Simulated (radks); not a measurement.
The numbers below are computed, except where a source is named.
Ionisation of the nickel ion Ni+, [Ar] 3d9, to [Ar] 3d8 as the strength of local exchange is varied. Code: a radial shooting solver on a logarithmic mesh with Libxc functionals. Model: scalar-relativistic Kohn-Sham, Slater X-alpha exchange (alpha = 2/3 is LDA exchange), no correlation, spin-polarised, spherical densities, finite nucleus; open shells are filled with parallel spins first; Fermi nuclear charge, rms radius 3.7757 fm.

| alpha | E(Ni+) (hartree) | exchange (hartree) | IE (eV) | -e of the level emptied (eV) | <r> of it (bohr) |
|---|---|---|---|---|---|
| 0.667 | -1515.45147 | -58.35116 | 18.357 | 11.423 (3d) | 1.096 |
| 0.687 | -1517.20350 | -60.17759 | 18.685 | 11.692 (3d) | 1.089 |
| 0.703 | -1518.60674 | -61.64193 | 18.951 | 11.910 (3d) | 1.083 |
| 0.726 | -1520.62639 | -63.75189 | 19.338 | 12.230 (3d) | 1.076 |
| 0.772 | -1524.67456 | -67.98938 | 20.130 | 12.890 (3d) | 1.061 |
| 0.912 | -1537.06768 | -81.02962 | 22.698 | 15.063 (3d) | 1.019 |

NIST Atomic Spectra Database: 18.169 eV (measured). The central value is not met in this range of alpha. Open shells are spherical and high-spin; term and fine-structure splittings are not resolved.
